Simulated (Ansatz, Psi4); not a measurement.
Here is a job for Psi4.
```
memory 2 GB

molecule {
-1 1
C     1.12145800   -0.48206800    0.00000000
C    -0.04672300    0.47777600    0.00000000
O    -1.23680600   -0.30935500    0.00000000
H    -1.99334600    0.29984000    0.00000000
H    -0.00416600    1.12582200    0.88693300
H    -0.00416600    1.12582200   -0.88693300
H     1.08187600   -1.11892000    0.88588100
H     1.08187600   -1.11892000   -0.88588100
}

set {
  basis def2-svpd
  scf_type pk
  puream true
  d_convergence 1e-8
  dft_radial_points 99
  dft_spherical_points 590
}

energy('b3lyp5')
print_variables()
```

Question: Convert this to an input for Ansatz (a first-principles code).

Answer: One answer among several that fit: 
Ansatz 0.2 input:
```yaml
crystal:
  periodic: [false, false, false]
  atoms:
    - {symbol: C, position_ang: [1.12145800, -0.48206800, 0.00000000]}
    - {symbol: C, position_ang: [-0.04672300, 0.47777600, 0.00000000]}
    - {symbol: O, position_ang: [-1.23680600, -0.30935500, 0.00000000]}
    - {symbol: H, position_ang: [-1.99334600, 0.29984000, 0.00000000]}
    - {symbol: H, position_ang: [-0.00416600, 1.12582200, 0.88693300]}
    - {symbol: H, position_ang: [-0.00416600, 1.12582200, -0.88693300]}
    - {symbol: H, position_ang: [1.08187600, -1.11892000, 0.88588100]}
    - {symbol: H, position_ang: [1.08187600, -1.11892000, -0.88588100]}
basis:
  gaussian:
    orbitals: def2-SVPD
hamiltonian:
  xc: b3lyp5
total_charge: -1
accuracy: high
```

Both were run: Psi4 gave -154.175982 Eh and Ansatz -154.175982 Eh, 0.000 mEh apart.
